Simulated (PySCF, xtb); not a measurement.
C4H5FO, SMILES O=C1CC[C@@H]1F.

Harmonic wavenumbers (cm⁻¹) from xtb with GFN2-xTB at its own minimum, in rising order: 83, 217, 362, 451, 560, 659, 754, 805, 945, 987, 1016, 1048, 1083, 1120, 1156, 1167, 1209, 1231, 1282, 1415, 1462, 1874, 2924, 3004, 3018, 3038, 3043.

Question: What does ωB97X-D3(BJ)/def2-SVP in PySCF give at its own minimum? (Estimate from the structure and the level; the computed values follow.)

Answer: 122, 219, 366, 451, 587, 674, 743, 795, 938, 963, 1031, 1099, 1109, 1193, 1202, 1236, 1268, 1280, 1412, 1430, 1478, 1970, 3081, 3107, 3119, 3180, 3195. Paired by order, the mean absolute difference is 53 cm⁻¹ and the zero-point energies are 51.3 and 53.2 kcal/mol.
